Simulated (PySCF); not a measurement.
# `CC#C[C@@H](CN)[S@](C)=O`, C6H11NOS

Molfile (atoms numbered from 1):
```
C6H11NOS
     RDKit          3D

 20 19  0  0  0  0  0  0  0  0999 V2000
    3.1848    1.0370   -0.2211 C   0  0  0  0  0  0  0  0  0  0  0  0
    1.8639    0.5083   -0.4798 C   0  0  0  0  0  0  0  0  0  0  0  0
    0.7758    0.0621   -0.7220 C   0  0  0  0  0  0  0  0  0  0  0  0
   -0.5399   -0.4665   -0.9450 C   0  0  1  0  0  0  0  0  0  0  0  0
   -1.0306   -1.3947    0.1623 C   0  0  0  0  0  0  0  0  0  0  0  0
   -0.4762   -2.7213   -0.0444 N   0  0  0  0  0  0  0  0  0  0  0  0
   -1.7652    0.9514   -1.1974 S   0  0  0  0  0  4  0  0  0  0  0  0
   -1.4626    1.7995    0.4154 C   0  0  0  0  0  0  0  0  0  0  0  0
   -3.0867    0.3358   -1.0734 O   0  0  0  0  0  0  0  0  0  0  0  0
    3.7342    0.3632    0.4364 H   0  0  0  0  0  0  0  0  0  0  0  0
    3.1118    2.0140    0.2570 H   0  0  0  0  0  0  0  0  0  0  0  0
    3.7329    1.1421   -1.1568 H   0  0  0  0  0  0  0  0  0  0  0  0
   -0.5798   -1.0104   -1.8936 H   0  0  0  0  0  0  0  0  0  0  0  0
   -0.7781   -0.9636    1.1464 H   0  0  0  0  0  0  0  0  0  0  0  0
   -2.1201   -1.4691    0.0775 H   0  0  0  0  0  0  0  0  0  0  0  0
   -0.8567   -3.3745    0.6303 H   0  0  0  0  0  0  0  0  0  0  0  0
    0.5324   -2.7024    0.0681 H   0  0  0  0  0  0  0  0  0  0  0  0
   -0.3951    1.9362    0.5400 H   0  0  0  0  0  0  0  0  0  0  0  0
   -1.9647    2.7605    0.3720 H   0  0  0  0  0  0  0  0  0  0  0  0
   -1.8853    1.2031    1.2154 H   0  0  0  0  0  0  0  0  0  0  0  0
  1  2  1  0
  2  3  3  0
  3  4  1  0
  4  5  1  0
  5  6  1  0
  4  7  1  0
  7  8  1  1
  7  9  2  0
  1 10  1  0
  1 11  1  0
  1 12  1  0
  4 13  1  6
  5 14  1  0
  5 15  1  0
  6 16  1  0
  6 17  1  0
  8 18  1  0
  8 19  1  0
  8 20  1  0
M  END
```

Method: GIAO KT3/pcSseg-1 magnetisability, rotational g tensor and spin-rotation constants, non-relativistic, gas phase in PySCF 2.14.0. Geometry: GFN2-xTB.

Task: Give the nuclear spin-rotation constants along the inertial axes (H = +C I·J) beside the isotropic shieldings.

Result: Rotational constants 1.6508, 0.9491, 0.6805 GHz. A star marks the isotopologue with that one atom substituted, in its own axes.
| atom | isotope | Caa (kHz) | Cbb (kHz) | Ccc (kHz) | mean (kHz) | σ (ppm) |
| --- | --- | --- | --- | --- | --- | --- |
| N6 | 14N | 0.080 | 0.037 | 0.032 | 0.050 | 225.5 |
| H10 | 1H | -0.110 | -0.042 | -0.052 | -0.068 | 29.6 |
| H11 | 1H | -0.183 | -0.012 | -0.044 | -0.080 | 29.6 |
| H12 | 1H | -0.141 | -0.094 | 0.000 | -0.079 | 29.5 |
| H13 | 1H | -0.191 | -0.069 | 0.019 | -0.080 | 28.2 |
| H14 | 1H | -0.136 | -0.089 | 0.018 | -0.069 | 28.3 |
| H15 | 1H | 0.068 | -0.081 | -0.070 | -0.028 | 28.0 |
| H16 | 1H | -0.176 | -0.036 | -0.049 | -0.087 | 30.7 |
| H17 | 1H | 0.035 | -0.109 | -0.084 | -0.053 | 30.8 |
| H18 | 1H | 0.059 | -0.104 | -0.068 | -0.038 | 29.0 |
| H19 | 1H | -0.144 | 0.009 | -0.072 | -0.069 | 29.5 |
| H20 | 1H | -0.178 | -0.058 | -0.015 | -0.084 | 30.0 |
| C1 | 13C* | 0.197 | 0.122 | 0.090 | 0.136 | 178.0 |
| C2 | 13C* | 0.167 | 0.281 | 0.227 | 0.225 | 102.3 |
| C3 | 13C* | 0.124 | 0.292 | 0.218 | 0.211 | 109.3 |
| C4 | 13C* | 0.343 | 0.180 | 0.154 | 0.226 | 125.8 |
| C5 | 13C* | 0.329 | 0.173 | 0.117 | 0.206 | 141.0 |
| S7 | 33S* | 0.569 | 0.391 | 0.303 | 0.421 | 192.3 |
| C8 | 13C* | 0.304 | 0.197 | 0.096 | 0.199 | 145.7 |
| O9 | 17O* | -0.476 | -0.034 | -0.045 | -0.185 | 240.1 |

For the geometry as given, no vibrational averaging.
